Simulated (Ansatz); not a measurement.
Stepwise reaction of `F[Si](F)(Cl)[NH][GeH2][Cl]` with hydrogen, as a gas-phase model of exchange steps in deposition or etching. ΔE in kJ/mol.

Isolated molecules relaxed with PBE0-D4/def2-TZVP in Ansatz; ΔE leaves out vibrations. CBS: MP2 limit from def2 TZ/QZ plus the TZ coupled-cluster correction, frozen cores. This one scheme is used for every species. Functionals use def2-TZVPP. B3LYP here is the variant with VWN-RPA as its local correlation; programs differ in this. For Ge outer-core shells are correlated without core-valence functions, which leaves a few kJ/mol of doubt a bond. Scalar relativity is left out up to krypton. Each species was taken in one conformer, which may not be the lowest.

```tsv
step	reaction	PBE-D4	B3LYP-D4	ωB97M-V	CCSD(T)/CBS
1	`F[Si](F)(Cl)[NH][GeH2][Cl]` + H₂ → `F[SiH](Cl)[NH][GeH2][Cl]` + H–F	123.9	132.6	133.2	128.8
2	`F[SiH](Cl)[NH][GeH2][Cl]` + H₂ → `Cl[SiH2][NH][GeH2][Cl]` + H–F	125.1	133.7	135.1	129.8
```

Task: By hand: ΔE of the 2 steps together at CCSD(T)/CBS.

Result: (128.8) + (129.8) = 258.6 kJ/mol, or 129.3 kJ/mol a step.

In ΔE the steps differ by no more than 1.0 kJ/mol. All are uphill at CCSD(T)/CBS. PBE-D4 differs from CCSD(T)/CBS by -4.9 to -4.7 kJ/mol a step. Isolated molecules leave out the surface, adducts and barriers. Largest T1 diagnostic: 0.011.
